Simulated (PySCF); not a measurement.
Structure with atom numbers: `[OH:1][SiH:2]([OH:3])[OH:4]`; H(Xn) means a hydrogen on atom n.

Gas phase, one computed conformer, fast rotation and ring inversion assumed for equivalent nuclei, non-relativistic. PBE0/pcSseg-1 with gauge-including orbitals; geometry from PBE0-D3(BJ)/def2-SVP; PySCF 2.14.0 with density-fitted response routines.

Referencing at the same level of theory: $^{1}$H (σ = 31.27 ppm) and $^{29}$Si (σ = 351.99 ppm) against TMS; H2O for $^{17}$O (σ = 334.56 ppm).

```tsv
atoms	nucleus	count	δ (ppm)
Si2	$^{29}$Si	1	?
O1/O3/O4	$^{17}$O	3	55.1
H(Si2)	$^{1}$H	1	4.84
H(O1)/H(O3)/H(O4)	$^{1}$H	3	?
```

Fill in the missing shifts.

Answers


- H(O1)/H(O3)/H(O4): 1.89 ppm, hydrogen on an oxygen bonded to Si; exchangeable; this is the value without hydrogen bonding to other molecules
- Si2: -47.0 ppm, silicon bonded to 3 O, H

The OH or NH signal is concentration- and solvent-dependent in practice; the value given is the gas-phase one. Experimental scales use liquid or dissolved standards, which lie at an offset from isolated H2O (liquid H2O: subtract about 36 ppm).
